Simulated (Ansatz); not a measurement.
Molecule: LuCl$_{3}$, charge 0, multiplicity 3. The spin state was set by rule; other spins were not relaxed. 
Coordinates optimised at B3LYP-D3(BJ)/def2-TZVP (Ansatz, a program for electronic structure):
```
Lu
Cl 1 2.4016
Cl 1 2.5941 2 148.87
Cl 1 2.5941 2 148.87 3 -180.00
```
Charge 0, spin multiplicity 3.

Quantity: atomisation energy (electronic, to ground-state atoms), in kcal/mol. Valence correlation only, unless marked. UHF or UKS for open shells. Spin-orbit coupling is left out. The frozen core is the preceding noble-gas configuration, with the filled d and f shells of earlier blocks. Past Kr the def2 sets carry scalar-relativistic core potentials. 

| level | program | atomisation energy (kcal/mol) |
|---|---|---|
| PBE0/def2-SVP | Ansatz | 266.3 |
| PBE0-D3(BJ)/def2-TZVP | Ansatz + dftd3 | 262.1 |
| PBE0-D4/def2-TZVP | Ansatz + dftd4 | 261.6 |
| PBE0/def2-TZVP | Ansatz | 259.5 |
| PBE0/def2-QZVPP | Ansatz | 259.3 |
| RPA@PBE/def2-TZVPP | Ansatz | 225.9 |
| RPA@PBE/def2-QZVPP | Ansatz | 231.6 |
| CCSD/def2-SVP | Ansatz | 238.0 |
| CCSD/def2-TZVPP | Ansatz | 241.6 |
| CCSD(T)/def2-SVP | Ansatz | 242.4 |
| CCSD(T)/def2-TZVPP | Ansatz | 248.2 |
